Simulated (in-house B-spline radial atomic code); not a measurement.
Radial electron density of Pm II (Pm+), [Xe] 4f5 6s1. Level of theory: scalar-relativistic (X2C) PW91, spin-polarised, spherical fractional occupations, Fermi nucleus of rms radius 4.962 fm; calculated with a B-spline radial code for spherical atoms.

One-electron X2C: radii and densities carry no picture-change correction, so inner-shell <1/r> comes out high (for 1s by about 2 % at Z = 33, 5 % at 54, 10 % at 75, 30 % at 118) and <r> low.

Columns: r (bohr), 4πr²n(r) (electrons per bohr), bar.

```
0.000647    2.707 #
0.000811    3.806 ##
 0.00102    5.354 ##
 0.00128    7.464 ###
  0.0016    10.27 ####
 0.00201    14.12 ######
 0.00251    19.02 ########
 0.00315    25.43 ###########
 0.00395    33.35 ##############
 0.00496    42.81 ##################
 0.00622     53.3 ######################
  0.0078    64.02 ##########################
 0.00978    73.55 ##############################
  0.0123    80.19 #################################
  0.0154    82.17 ##################################
  0.0193    79.37 #################################
  0.0242    73.89 ###############################
  0.0303    70.56 #############################
   0.038    74.67 ###############################
  0.0477    87.55 ####################################
  0.0598    102.1 ##########################################
   0.075    106.3 ############################################
  0.0941    95.24 #######################################
   0.118    81.02 ##################################
   0.148    81.18 ##################################
   0.185    91.71 ######################################
   0.233    87.04 ####################################
   0.292    59.85 #########################
   0.366    37.99 ################
   0.459    38.89 ################
   0.575    42.91 ##################
   0.721    33.07 ##############
   0.905    19.15 ########
    1.13    12.13 #####
    1.42    9.161 ####
    1.78    6.031 ##
    2.24    2.901 #
    2.81    1.165 
    3.52   0.5438 
    4.41   0.2871 
    5.53   0.1146 
    6.94  0.02911 
     8.7 0.004026 
    10.9 0.0002161 
    13.7 4.556e-06
```

On this grid the curve has 4 maxima, near 0.0154, 0.075, 0.185, 0.575 bohr.

The 6s up radial function P(r) = rR(r), positive near the nucleus:

```json
{"r (bohr)": "0.000328", "P": "0.007173"}
{"r (bohr)": "0.000516", "P": "0.01017"}
{"r (bohr)": "0.000811", "P": "0.01431"}
{"r (bohr)": "0.00128", "P": "0.02"}
{"r (bohr)": "0.00201", "P": "0.02739"}
{"r (bohr)": "0.00315", "P": "0.03648"}
{"r (bohr)": "0.00496", "P": "0.0465"}
{"r (bohr)": "0.0078", "P": "0.05452"}
{"r (bohr)": "0.0123", "P": "0.05437"}
{"r (bohr)": "0.0193", "P": "0.03627"}
{"r (bohr)": "0.0303", "P": "-0.007743"}
{"r (bohr)": "0.0477", "P": "-0.06535"}
{"r (bohr)": "0.075", "P": "-0.07872"}
{"r (bohr)": "0.118", "P": "0.01481"}
{"r (bohr)": "0.185", "P": "0.1206"}
{"r (bohr)": "0.292", "P": "0.002646"}
{"r (bohr)": "0.459", "P": "-0.1774"}
{"r (bohr)": "0.721", "P": "0.0426"}
{"r (bohr)": "1.13", "P": "0.2875"}
{"r (bohr)": "1.78", "P": "-0.04061"}
{"r (bohr)": "2.81", "P": "-0.5236"}
{"r (bohr)": "4.41", "P": "-0.5061"}
{"r (bohr)": "6.94", "P": "-0.1695"}
{"r (bohr)": "10.9", "P": "-0.01467"}
```
